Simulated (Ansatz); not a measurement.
Reaction (cleavage of the Si–Ga bond): `C[SiH2][CH2][GaH][SiH3]` + H₂S → `[SiH3]S` + `C[SiH2][CH2][GaH2]`

Isolated molecules relaxed with PBE0-D4/def2-TZVP in Ansatz; ΔE leaves out vibrations. CCSD(T)/CBS is the MP2 limit (def2-TZVPP, def2-QZVPP) plus CCSD(T) − MP2 in def2-TZVPP, frozen cores. This one scheme is used for every species. Functionals use def2-TZVPP. B3LYP here is the variant with VWN-RPA as its local correlation; programs differ in this. For Ga outer-core shells are correlated without core-valence functions, which leaves a few kJ/mol of doubt a bond. Scalar relativity is left out up to krypton. One conformer a species, not always the lowest.

```csv
level,ΔE (kcal/mol),difference from CCSD(T)/CBS
B97M-V,-9.3,-1.5
B3LYP-D4,-7.1,0.7
ωB97M-V,-8.8,-1.0
r2SCAN0,-8.9,-1.1
BHLYP,-10.0,-2.2
LC-ωPBE,-9.1,-1.3
MP2/def2-SVP,-8.0,-0.2
CCSD(T)/def2-SVP,-6.3,1.5
HF/def2-TZVPP,-12.0,-4.2
CCSD/CBS(def2),-8.1,-0.3
CCSD(T)/CBS,-7.8,0
```

Largest T1 diagnostic among the species: 0.012.

In def2-TZVPP, CCSD(T) changes the Hartree–Fock value by +4.7 kcal/mol (the triples alone add +0.4 kcal/mol) and MP2 by +2.9 kcal/mol. The D4 term adds +1.8 kcal/mol with B3LYP and +1.2 kcal/mol with PBE0; it sums over pairs of atoms, weighted by their polarisabilities, and B3LYP, whose exchange is more repulsive, gets the larger term.

CCSD(T)/CBS has its own doubt, a few kJ/mol and more with outer-core shells, so smaller differences from it don't rank the levels.
